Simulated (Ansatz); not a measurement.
Input and output for [5.6]paracyclophane, `c1cc2ccc1CCCCCCc1ccc(cc1)CCCCC2`.

```yaml
crystal:
  periodic: [false, false, false]
  atoms:
    - {symbol: C, position_ang: [-2.354344, 0.471323, 1.127480]}
    - {symbol: C, position_ang: [-1.858251, 1.782735, 1.116835]}
    - {symbol: C, position_ang: [-1.837829, 2.547684, -0.064767]}
    - {symbol: C, position_ang: [-2.325926, 1.944771, -1.242083]}
    - {symbol: C, position_ang: [-2.813710, 0.632315, -1.233599]}
    - {symbol: C, position_ang: [-2.840597, -0.131049, -0.048459]}
    - {symbol: C, position_ang: [-3.354630, -1.552261, -0.053053]}
    - {symbol: C, position_ang: [-2.275905, -2.626492, -0.300597]}
    - {symbol: C, position_ang: [-1.219983, -2.736342, 0.806530]}
    - {symbol: C, position_ang: [-0.358758, -4.005045, 0.709338]}
    - {symbol: C, position_ang: [0.647212, -4.073004, -0.456571]}
    - {symbol: C, position_ang: [2.060914, -3.537419, -0.143920]}
    - {symbol: C, position_ang: [2.206240, -2.042126, 0.037543]}
    - {symbol: C, position_ang: [2.458332, -1.206191, -1.068766]}
    - {symbol: C, position_ang: [2.679009, 0.168171, -0.907307]}
    - {symbol: C, position_ang: [2.646193, 0.767707, 0.367788]}
    - {symbol: C, position_ang: [2.352100, -0.060481, 1.469403]}
    - {symbol: C, position_ang: [2.143476, -1.437735, 1.309390]}
    - {symbol: C, position_ang: [2.923889, 2.243725, 0.553559]}
    - {symbol: C, position_ang: [1.679217, 3.148768, 0.464115]}
    - {symbol: C, position_ang: [1.023261, 3.168965, -0.918898]}
    - {symbol: C, position_ang: [-0.128746, 4.171408, -1.063422]}
    - {symbol: C, position_ang: [-1.294049, 3.960262, -0.076342]}
    - {symbol: H, position_ang: [-2.372584, -0.094420, 2.072473]}
    - {symbol: H, position_ang: [-1.485624, 2.230120, 2.052875]}
    - {symbol: H, position_ang: [-2.330850, 2.516579, -2.184156]}
    - {symbol: H, position_ang: [-3.197386, 0.189347, -2.167542]}
    - {symbol: H, position_ang: [-3.851391, -1.766211, 0.918465]}
    - {symbol: H, position_ang: [-4.138452, -1.651014, -0.833262]}
    - {symbol: H, position_ang: [-2.789514, -3.608594, -0.406429]}
    - {symbol: H, position_ang: [-1.787455, -2.430142, -1.280277]}
    - {symbol: H, position_ang: [-0.579153, -1.829555, 0.814794]}
    - {symbol: H, position_ang: [-1.743081, -2.747766, 1.789303]}
    - {symbol: H, position_ang: [0.194756, -4.149571, 1.664014]}
    - {symbol: H, position_ang: [-1.047079, -4.876789, 0.638711]}
    - {symbol: H, position_ang: [0.766248, -5.135081, -0.760753]}
    - {symbol: H, position_ang: [0.241622, -3.552621, -1.351773]}
    - {symbol: H, position_ang: [2.432343, -4.050171, 0.770097]}
    - {symbol: H, position_ang: [2.736904, -3.852592, -0.967160]}
    - {symbol: H, position_ang: [2.517607, -1.649337, -2.076445]}
    - {symbol: H, position_ang: [2.911756, 0.787467, -1.788296]}
    - {symbol: H, position_ang: [2.317118, 0.378969, 2.479797]}
    - {symbol: H, position_ang: [1.954638, -2.063980, 2.196239]}
    - {symbol: H, position_ang: [3.662558, 2.574487, -0.209059]}
    - {symbol: H, position_ang: [3.406512, 2.397470, 1.541714]}
    - {symbol: H, position_ang: [1.974200, 4.183944, 0.748619]}
    - {symbol: H, position_ang: [0.942607, 2.815733, 1.226807]}
    - {symbol: H, position_ang: [0.653256, 2.149868, -1.163422]}
    - {symbol: H, position_ang: [1.797229, 3.403971, -1.683677]}
    - {symbol: H, position_ang: [0.254308, 5.208771, -0.939018]}
    - {symbol: H, position_ang: [-0.515977, 4.119026, -2.104210]}
    - {symbol: H, position_ang: [-0.973445, 4.229824, 0.951521]}
    - {symbol: H, position_ang: [-2.108756, 4.672582, -0.334148]}
basis:
  gaussian: {orbitals: aug-cc-pVDZ, fitting: {mean_field: def2-universal-jkfit}, point_charges: [{charge: 1.00, position_ang: [7.344, -0.212, -0.332]}]}
hamiltonian: {xc: {name: B3LYP}, dispersion: d4}
scf: {omitted_lower_state_checks: [starts]}
output: {forces: true}
```

```sh
$ ansatz run in.yaml --threads 4 --pin off --events-out ev --progress --plain --max-ram 46080MiB --backend cuda --devices 0, --max-vram 37GiB
```

Shortened log:

```
Functional definition: B3LYP
2265 factors; integrals over basis functions are off by at most 2.2e-1 eV
mean field evaluation 1: about -24293.1945 eV, gradient 1.4e2 eV
mean field evaluation 2: about -24192.3157 eV, gradient 2.3e2 eV
mean field evaluation 4: about -24344.0212 eV, gradient 1.3e1 eV
mean field evaluation 8: about -24344.4372 eV, gradient 2.1e-1 eV
mean field evaluation 16: about -24344.4388 eV, gradient 6.5e-4 eV
mean field -24344.43884246 eV, -894.6416262072 hartree, gradient 2.0e-5 eV, S^2 0.000000; 0 other end points of the search recorded, 0 dependent functions left out
reference -24344.43958845 eV, -894.6416536217 hartree; 84, 84 occupied and 715, 715 virtual orbitals, 2265 factors
Total energy: -24347.34085903 eV, -894.7482733488 hartree
Atom 0 force    -0.032409    -0.088385     0.025471 eV/Å
Atom 1 force     0.054471     0.111359    -0.001444 eV/Å
Atom 2 force    -0.055565    -0.338882     0.015793 eV/Å
Atom 3 force     0.034227     0.093235    -0.031675 eV/Å
Atom 4 force    -0.034911    -0.091576    -0.038122 eV/Å
Atom 5 force     0.182851     0.256978     0.003883 eV/Å
Atom 6 force    -0.385115    -0.080239     0.102231 eV/Å
Atom 7 force     0.022223    -0.242190    -0.389288 eV/Å
Atom 8 force     0.056748     0.357769     0.308622 eV/Å
Atom 9 force    -0.048080    -0.327186     0.301397 eV/Å
Atom 10 force    -0.170404    -0.127136    -0.429309 eV/Å
Atom 11 force     0.311826    -0.259624     0.063179 eV/Å
Atom 12 force    -0.012748     0.233644     0.044476 eV/Å
Atom 13 force     0.083526    -0.174045    -0.061714 eV/Å
Atom 14 force     0.200603     0.109910    -0.042079 eV/Å
Atom 15 force    -0.020772    -0.232579     0.000653 eV/Å
Atom 16 force     0.059730     0.076988     0.084137 eV/Å
Atom 17 force     0.030146    -0.106299     0.029803 eV/Å
Atom 18 force     0.317216     0.122195     0.081342 eV/Å
Atom 19 force    -0.227797     0.258630     0.355457 eV/Å
Atom 20 force     0.118813    -0.385027    -0.321879 eV/Å
Atom 21 force    -0.009062     0.344080    -0.279082 eV/Å
Atom 22 force    -0.186544     0.245424     0.243274 eV/Å
Atom 23 force     0.003970     0.204523    -0.323049 eV/Å
Atom 24 force    -0.148756    -0.159422    -0.311027 eV/Å
Atom 25 force    -0.018786    -0.207354     0.323216 eV/Å
Atom 26 force     0.126608     0.165633     0.322457 eV/Å
Atom 27 force     0.164542     0.064449    -0.300520 eV/Å
Atom 28 force     0.265591     0.026640     0.238563 eV/Å
Atom 29 force     0.162688     0.327543     0.059527 eV/Å
Atom 30 force    -0.155807    -0.042149     0.316431 eV/Å
Atom 31 force    -0.243303    -0.309731    -0.025340 eV/Å
Atom 32 force     0.175807    -0.019739    -0.324887 eV/Å
Atom 33 force    -0.173738     0.067245    -0.292204 eV/Å
Atom 34 force     0.243152     0.297016     0.001252 eV/Å
Atom 35 force    -0.009085     0.355728     0.116052 eV/Å
Atom 36 force     0.150693    -0.140076     0.315472 eV/Å
Atom 37 force    -0.135529     0.167349    -0.263045 eV/Å
Atom 38 force    -0.219748     0.095215     0.211662 eV/Å
Atom 39 force    -0.067365     0.152152     0.330890 eV/Å
Atom 40 force    -0.158769    -0.184333     0.262883 eV/Å
Atom 41 force    -0.017518    -0.151644    -0.349974 eV/Å
Atom 42 force     0.036390     0.232424    -0.319521 eV/Å
Atom 43 force    -0.225190    -0.050323     0.152713 eV/Å
Atom 44 force    -0.177906    -0.035293    -0.255167 eV/Å
Atom 45 force    -0.072395    -0.353846    -0.100047 eV/Å
Atom 46 force     0.273591     0.092119    -0.275237 eV/Å
Atom 47 force     0.105600     0.376193     0.099290 eV/Å
Atom 48 force    -0.228368    -0.035855     0.235650 eV/Å
Atom 49 force    -0.103527    -0.344622    -0.015087 eV/Å
Atom 50 force     0.142269    -0.017573     0.353599 eV/Å
Atom 51 force    -0.089909    -0.092489    -0.331519 eV/Å
Atom 52 force     0.286575    -0.232472     0.069866 eV/Å
Dipole moment:    -0.628762    -0.056401     0.026517 e Å
Checks for a lower state left out: starts
```

Hardware: 4 threads of AMD EPYC 7R13 on a shared host and a share (37 GiB) of an NVIDIA H100 80GB HBM3. Wall time 8.5 s, peak host memory 1.4 GiB.

B3LYP takes the VWN-RPA correlation.
